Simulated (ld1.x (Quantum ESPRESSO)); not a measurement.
**Building the RRKJ potential for lithium (BLYP, non-relativistic).**

- Element: lithium
- Generator: ld1.x (Quantum ESPRESSO) 7.5
- Type: norm-conserving RRKJ (Kleinman–Bylander form)
- Functional: BLYP
- Relativity: non-relativistic
- Frozen core: [He]
- Valence charge: 1
- Reference configuration: 2s0.5 2p0 (charge +0.5)
- Partial waves: 2s (bound): rc 2.60 bohr; 3d channel at 0.3 Ry: rc 2.75 bohr; 2p (bound, empty): rc 3.50 bohr
- Local potential: the p channel
- Core correction: Bessel-smoothed model core, default radius (core density twice the valence density)
- rho0: 0.005

All-electron outer shells of the reference configuration (BLYP, non-relativistic, ld1.x):

| shell | level (eV) | outermost node (bohr) | outermost maximum (bohr) |
| --- | --- | --- | --- |
| 2s | -5.32 | 0.83 | 2.83 |
| 2p | -3.33 | – | 3.16 |

Calculated quality:

| Property | Result |
| --- | --- |
| Cutoffs needed | 6 Ry and 18 Ry (the cutoffs (Ry, on a coarse ladder) from which the occupation-weighted sum of valence levels, in a spherical-Bessel basis at the reference potential, stays within 10 and 1 mRy of its value at 400 Ry) |
| Ghost test | ghost state, extra bound levels that the all-electron valence spectrum of the same l lacks: d at -574.0 eV; a true bound ghost makes a file unfit for plane-wave use (spherical-Bessel basis up to 400 Ry, 20 bohr box) |
| Largest excitation error | +1.3 meV (all-electron minus pseudo) for 2s1 2p0, out of 2 test configurations |

Generation and tests took about 0.54 s on one core of a shared server CPU.
